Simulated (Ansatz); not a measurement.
Geometry optimisation, RKS B3LYP-D4/def2-SVP (Ansatz 0.2.0).

input.yaml

```yaml
crystal:
  periodic: [false, false, false]
  atoms:
    - { symbol: Hf, position_ang: [0.472554, -0.462137, -0.467754] }
    - { symbol: O, position_ang: [-0.913322, -0.890999, 2.445944] }
    - { symbol: H, position_ang: [-1.138509, -0.029073, 2.829064] }
    - { symbol: Cl, position_ang: [1.728706, -0.21479, -2.422078] }
    - { symbol: Cl, position_ang: [0.091292, 1.736891, 0.280013] }
    - { symbol: Cl, position_ang: [-1.419198, -1.693831, -1.088132] }
    - { symbol: S, position_ang: [1.988402, -1.703495, 1.128591] }
    - { symbol: H, position_ang: [1.19968, -2.809867, 1.090552] }
    - { symbol: H, position_ang: [0.029596, -1.033299, 2.705701] }
basis:
  gaussian: { orbitals: def2-SVP }
hamiltonian:
  xc: b3lyp
  dispersion: d4
relax:
  f_tol: 0.03
  max_steps: 50
```

Launched with:

```bash
$ ansatz run input.yaml --threads 4 --pin off --max-ram 5120MiB --backend cpu --events-out ev --progress --plain --runs-dir out
```

Q: Where does it end, and by what steps?

A: The forces met the threshold. After 8 steps the energy has fallen by 0.479 eV; O2 moved furthest, 0.53 Å. Joined: Hf1–O2 (3.25 → 2.38 Å).

```csv
step,energy less start (eV),largest force component (eV/Å),accepted
0,0.0000,0.870,yes
1,-0.1024,1.106,yes
2,-0.2746,1.610,yes
3,-0.4220,1.545,yes
4,-0.4611,0.731,yes
5,-0.4759,0.231,yes
6,-0.4777,0.166,yes
7,-0.4791,0.045,yes
8,-0.4793,0.008,yes
```

```xyz
9
Properties=species:S:1:pos:R:3
Hf 0.368 -0.508 -0.125
O -0.656 -0.742 2.011
H -1.200 -0.015 2.354
Cl 1.537 -0.179 -2.142
Cl 0.087 1.789 0.455
Cl -1.499 -1.731 -0.893
S 2.080 -1.823 1.104
H 1.309 -2.940 1.054
H 0.013 -0.951 2.684
```

Time of the run: 35 s on 4 threads of AMD EPYC 7R43 64-Core Processor (Zen 3) (shared host), peak memory 0.39 GiB.
